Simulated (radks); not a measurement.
Charge is removed step by step from the 2s down level of Tm, starting from [He] 2s(up 1, down 1) 2p6 3s2 3p6 3d10 4s2 4p6 4d10 4f13 5s2 5p6 6s2. All-electron calculation, scalar-relativistic Kohn-Sham, r2SCAN, spin-polarised, spherical densities, finite nucleus; open shells are filled with parallel spins first (spin-orbit coupling, left out, can overturn this in heavy ions); meta-GGA in the generalised Kohn-Sham scheme; Fermi nuclear charge, rms radius 5.2256 fm. Program: a radial shooting solver on a logarithmic mesh with Libxc functionals.

removed (e),E - E(0) (eV),eigenvalue (eV),E minus straight line (eV)
0,0.000,-10038.5,0.000
0.25,2511.2,-10076.9,-14.393
0.5,5032.1,-10115.0,-19.151
0.75,7562.5,-10152.8,-14.333
1,10102.4,-10190.4,0.000

Removing the whole electron costs 10102.4 eV by Delta-SCF, against 10038.5 eV from minus the eigenvalue at the starting occupation. Slater's transition state (half an electron removed) gives 10115.0 eV. Integrating minus the eigenvalue over the occupation (Janak's theorem) gives 10114.8 eV. In this scalar-relativistic scheme the density is built from large components alone, so the theorem holds only approximately. The mean slope of the eigenvalue, de/dn, is 152 eV per electron.
